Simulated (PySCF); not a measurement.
C4H12Ge.
Atom-mapped SMILES: `[CH3:1][Ge:2]([CH3:3])([CH3:4])[CH3:5]` (hydrogens: H6, H7, H8 on C1; H9, H10, H11 on C3; H12, H13, H14 on C4; H15, H16, H17 on C5)

Method used: PySCF, PBE0-D3(BJ)/def2-SVP geometry optimisation, gas phase.

Problem. What internal coordinates does the optimisation give?

Solution. 
| bond | length (pm) |
| --- | --- |
| C1–Ge2 and 3 like bonds | 195.7 |
| C1–H6 and 11 like bonds | 110.1 |

Bonds in one row agree within 1 pm and their mean is given. A selection of angles:
| angle | degrees |
| --- | --- |
| Ge2–C1–H6 | 110.7 |
| H6–C1–H7 | 108.1 |
| C1–Ge2–C3 | 109.5 |

Ge2 (germanium bonded to 4 C) is tetrahedral (angles from 109.4° to 109.5°). All 4 C–Ge bonds measure 1.957 Å.

Point group: Td (every atom within 0.08 Å of its image). No PBE0-D3(BJ)/def2-SVP frequencies stand behind this structure, so it isn't proved a minimum.
